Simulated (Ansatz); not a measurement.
The same path of CH5FGe (8 atoms, charge 0, multiplicity 1) was run 3 times with different band settings. Lost on the way: Ge1–F2, Ge1–H3. Made: F2–H3.

Theory: RKS PBE/def2-SVP in Ansatz.

Relaxed end points:

```xyz
8
Properties=species:S:1:pos:R:3
Ge 0.216 0.031 0.048
F -0.018 -0.082 1.796
H 1.745 0.197 -0.168
C -0.804 1.575 -0.575
H -1.882 1.431 -0.369
H -0.460 2.493 -0.060
H -0.663 1.705 -1.667
H -0.305 -1.309 -0.540
```

```xyz
8
Properties=species:S:1:pos:R:3
Ge 0.041 -0.214 -0.699
F 1.335 0.256 1.256
H 1.980 -0.107 0.660
C -0.947 1.533 -0.718
H -1.893 1.390 -1.284
H -1.231 1.835 0.312
H -0.366 2.345 -1.198
H -1.090 -0.996 0.138
```

Common settings: movable images 7; climbing image yes; spring 5.0 eV/Å²; optimiser quadratic models (default); start path through a guess of the saddle point; iteration limit 60; end points relaxed.

| run | force threshold |
| --- | --- |
| 1 | 0.05 eV/Å |
| 2 | 0.2 eV/Å |
| 3 | 0.5 eV/Å |

What does each run give, and how far can it be trusted?

Run 1: converged after 8 iterations, highest image 2.375 eV above the first end. A vibrational analysis at the climbing image gives 2 clearly imaginary modes (1021i, 99i cm⁻¹): a point of higher order. A lower path may pass nearby, or the ends, which weren't checked, may share the extra mode.
Run 2: converged after 6 iterations, highest image 2.376 eV above the first end. The threshold of 0.2 eV/Å is loose, so the images may lie well off the minimum-energy path. Another band between the same ends (7 images) ends at a top of the same energy, where a vibrational analysis finds 2 clearly imaginary modes.
Run 3: converged after 4 iterations, highest image 2.379 eV above the first end. The threshold of 0.5 eV/Å is loose, so the images may lie well off the minimum-energy path. Neighbouring images differ by up to 1.2 eV, so the band resolves the path poorly. The order of the point at the top wasn't checked.
The orbitals stay closed-shell, which can raise the energy where a bond breaks towards radicals; this wasn't checked here.
